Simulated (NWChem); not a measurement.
## Correlation energy of CF2

```
C
F 1 1.2986
F 1 1.2986 2 104.83
```
Charge 0, spin multiplicity 1.

Program: NWChem. Structure: optimised with B3LYP/def2-SVP, a minimum by its harmonic frequencies.

Basis set: 6-311G**. Each correlation energy counts from its own Hartree-Fock reference.

The correlated methods keep 3 core orbitals frozen. The Pople sets run with spherical d functions. The structure started from a generated list of species. No row is a measurement; the coupled-cluster row has its own basis-set and correlation limits.

### Question
For the correlation energy, MP2 gives -524.6 mHa and SCS-MP2 gives -506.9 mHa. What do CR-CCSD[T], CR-CCSD(T), CCSD give?

### Answer
CR-CCSD[T]: -548.9 mHa; CR-CCSD(T): -547.4 mHa; CCSD: -534.4 mHa.
